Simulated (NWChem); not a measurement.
Molecule: silanone (SiH2O); SMILES [SiH2]=O

Computed with NWChem. Structure relaxed at the PBE0/def2-SVP level. Level TPSS/def2-TZVP: energy and gradient; each run changes one setting, and changes count from the defaults (medium grid, exact Coulomb integrals, symmetry on).

```csv
setting,size of the energy change (μHa),largest change of a gradient component (μHa/bohr)
defaults,< 10,< 30
extra-fine grid,< 10,70
symmetry off,< 10,other frame
Becke weights,< 10,60
tight SCF thresholds and tolerances,< 10,< 30
```
